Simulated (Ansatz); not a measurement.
Q: Name a neutral molecule of Al, C, N, O and H with HOMO energy (PBE0/def2-TZVPP) between -7.70 and -7.40 eV and size of the dipole moment (B3LYP/def2-TZVPP) between 0.80 and 1.10 D (Ansatz, PBE0-D4/def2-TZVP geometry).

A: `N=[C](O)[AlH2]` (-7.45 eV, 0.99 D). Other molecules can fit too; these were computed, each in one conformer that needn't be the lowest.

B3LYP here is the variant with VWN-RPA as its local correlation; programs differ in this.
